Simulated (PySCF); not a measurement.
Compound: Ge(NH2)2Me2, C2H10GeN2.
Bonds: Ge1–N2, Ge1–N5, Ge1–C8, Ge1–C12. Hydrogens: H3, H4 on N2; H6, H7 on N5; H9, H10, H11 on C8; H13, H14, H15 on C12.

Method: PySCF 2.14.0, PBE0-D3(BJ)/def2-SVP geometry optimisation, gas phase; density fitting, grid level 1; the optimiser is geomeTRIC in internal coordinates, started from a GFN2-xTB structure with every atom displaced at random (about 0.03 Å).

Step 0: E = -61711.9317 eV
```
atom  x, y, z in Å  |  force x, y, z in eV/Å
Ge1     0.2083   -0.0809    0.1142   -2.577   2.016  -0.685
N2      0.2849    0.1583    1.9095    0.685  -0.952   1.201
H3     -0.6233    0.2766    2.3992    1.038  -0.368  -0.300
H4      0.9351   -0.5527    2.3526   -1.412   1.127  -0.302
N5      1.8842   -0.2565   -0.4241    2.453   0.957   1.845
H6      2.0515   -0.3254   -1.3890    0.215  -0.242  -1.681
H7      2.5538    0.4609   -0.0381   -1.034  -1.027  -0.506
C8     -0.6727    1.6910   -0.5497   -2.051  -2.724   4.163
H9     -0.7048    1.7541   -1.5607    0.071   0.281  -3.755
H10    -0.2087    2.5310   -0.0994    0.853   1.107   0.524
H11    -1.7809    1.7109   -0.1875    1.623  -0.116  -0.497
C12    -0.8024   -1.6253   -0.5123   -2.750   1.310  -0.590
H13    -1.9281   -1.6087   -0.1975    1.887   0.105  -0.214
H14    -0.3688   -2.5157   -0.1575    0.735  -1.605   0.684
H15    -0.8608   -1.6938   -1.6155    0.266   0.131   0.115
```

Step 1: E = -61712.6359 eV
```
atom  x, y, z in Å  |  force x, y, z in eV/Å
Ge1     0.1665   -0.0280    0.1057   -0.199   0.293  -0.155
N2      0.2797    0.1728    1.9278    0.331   0.018  -0.240
H3     -0.5972    0.2661    2.4235   -0.130  -0.022   0.093
H4      0.8602   -0.5269    2.3759   -0.037  -0.122   0.150
N5      1.9034   -0.2303   -0.4316    0.216  -0.155   0.064
H6      2.0809   -0.3338   -1.4267   -0.115  -0.036   0.041
H7      2.5431    0.4645   -0.0621    0.023   0.103   0.036
C8     -0.6893    1.6138   -0.5190   -0.237  -0.180   0.230
H9     -0.7062    1.6787   -1.6157    0.103   0.107  -0.006
H10    -0.1863    2.4797   -0.0654    0.052   0.049  -0.179
H11    -1.7344    1.6200   -0.1694   -0.037   0.045  -0.031
C12    -0.8300   -1.5781   -0.5251   -0.042  -0.203  -0.153
H13    -1.8753   -1.5419   -0.1916   -0.069   0.045   0.164
H14    -0.3784   -2.5122   -0.1561   -0.009   0.037  -0.032
H15    -0.8696   -1.6204   -1.6262    0.151   0.020   0.018
```

Step 2: E = -61712.6589 eV
```
atom  x, y, z in Å  |  force x, y, z in eV/Å
Ge1     0.1601   -0.0171    0.1031   -0.073   0.109  -0.053
N2      0.2970    0.1609    1.9264    0.120   0.023  -0.045
H3     -0.5799    0.2553    2.4284   -0.031   0.012   0.024
H4      0.8574   -0.5597    2.3724   -0.039  -0.061   0.016
N5      1.9051   -0.2370   -0.4163    0.080  -0.074   0.052
H6      2.0721   -0.3550   -1.4112   -0.035  -0.009   0.018
H7      2.5400    0.4699   -0.0574   -0.004   0.055  -0.023
C8     -0.7063    1.6219   -0.5219   -0.075  -0.079   0.087
H9     -0.7093    1.6885   -1.6210    0.049   0.022   0.047
H10    -0.1937    2.4958   -0.0936    0.016   0.011  -0.084
H11    -1.7533    1.6435   -0.1806   -0.022   0.019  -0.012
C12    -0.8286   -1.5781   -0.5252   -0.024  -0.090  -0.054
H13    -1.8716   -1.5410   -0.1757    0.004   0.010   0.032
H14    -0.3687   -2.5086   -0.1574   -0.004   0.051  -0.012
H15    -0.8533   -1.6155   -1.6260    0.036   0.003   0.006
```

Task: Estimate the geometry and energy of step 3. (The exact step hangs on the optimiser's Hessian estimate; all steps are aligned on step 2, rigid shifts and turns removed.)

Result: E = -61712.6666 eV, largest force 0.065 eV/Å
```
atom  x, y, z in Å  |  force x, y, z in eV/Å
Ge1     0.1559   -0.0087    0.1048    0.006  -0.062   0.020
N2      0.3099    0.1547    1.9282   -0.002   0.009   0.054
H3     -0.5652    0.2628    2.4341    0.011   0.034  -0.012
H4      0.8393   -0.5964    2.3639   -0.017  -0.030  -0.024
N5      1.9058   -0.2412   -0.4039   -0.007  -0.007   0.033
H6      2.0612   -0.3746   -1.3986    0.011  -0.007  -0.014
H7      2.5305    0.4872   -0.0682   -0.003   0.026  -0.036
C8     -0.7153    1.6231   -0.5183    0.001   0.050  -0.016
H9     -0.7049    1.6837   -1.6176   -0.009  -0.022   0.021
H10    -0.1944    2.5038   -0.1146   -0.008   0.001   0.001
H11    -1.7644    1.6585   -0.1846    0.006   0.001  -0.004
C12    -0.8263   -1.5761   -0.5266    0.036   0.013  -0.006
H13    -1.8666   -1.5425   -0.1693   -0.008  -0.010  -0.021
H14    -0.3568   -2.4998   -0.1581    0.005   0.009   0.005
H15    -0.8413   -1.6107   -1.6271   -0.022  -0.005  -0.002
```

The energy changes by -0.0077 eV. The first-order estimate −F·Δx gives -0.0125 eV and the mean of the old and new forces, exact on a quadratic surface, -0.0075 eV. The step makes an angle of 59° with the force vector and moves no atom by more than 0.042 Å.

The cost below is that of the whole optimisation. Time: 3.5 min of wall time; peak memory 0.59 GiB. Hardware: one thread of an Intel Xeon at 2.50 GHz (shared host).
